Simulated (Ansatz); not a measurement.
Start from `[CH3][V](=[O])([OH])[OH]` and change one atom or group to get `[CH3][V](=[O])([OH])[F]`.

Ansatz, PBE0-D4/def2-TZVP geometries, multiplicity 1. Each molecule was computed in one conformer, which needn't be the lowest.

Scalar relativity is left out up to krypton.

```json
{"property": "LUMO energy (B3LYP/def2-TZVPP) / eV", "`[CH3][V](=[O])([OH])[OH]`": "-2.76"}
{"property": "size of the dipole moment (B3LYP/def2-TZVPP) / D", "`[CH3][V](=[O])([OH])[OH]`": "4.41"}
{"property": "size of the dipole moment (ωB97M-V/def2-TZVPP) / D", "`[CH3][V](=[O])([OH])[OH]`": "4.38"}
{"property": "HOMO–LUMO gap (B3LYP/def2-TZVPP) / eV", "`[CH3][V](=[O])([OH])[OH]`": "5.56"}
{"property": "LUMO energy (PBE0/def2-TZVPP) / eV", "`[CH3][V](=[O])([OH])[OH]`": "-2.45"}
{"property": "ideal-gas entropy at 298 K and 1 bar (rigid rotor, harmonic PBE0-D4/def2-TZVP) / J/(mol·K)", "`[CH3][V](=[O])([OH])[OH]`": "352"}
```

Q: Give the same properties after the change, and the shifts. (Best estimate.)

A: Ansatz gave: 
| property | `[CH3][V](=[O])([OH])[F]` | shift |
| --- | --- | --- |
| LUMO energy (B3LYP/def2-TZVPP) / eV | -3.23 | -0.47 |
| size of the dipole moment (B3LYP/def2-TZVPP) / D | 2.96 | -1.45 |
| size of the dipole moment (ωB97M-V/def2-TZVPP) / D | 2.93 | -1.45 |
| HOMO–LUMO gap (B3LYP/def2-TZVPP) / eV | 5.50 | -0.06 |
| LUMO energy (PBE0/def2-TZVPP) / eV | -2.92 | -0.47 |
| ideal-gas entropy at 298 K and 1 bar (rigid rotor, harmonic PBE0-D4/def2-TZVP) / J/(mol·K) | 344 | -8 |

With PBE0 the HOMO falls by 0.41 eV and the LUMO falls by 0.47 eV, so the gap narrows by about 0.06 eV. PBE moves the HOMO by -0.39 eV and ωB97M-V by -0.40 eV. The zero-point energy changes by -28.2 kJ/mol with -3 modes. Dipoles are sizes alone; their direction can turn.

B3LYP here is the variant with VWN-RPA as its local correlation; programs differ in this.
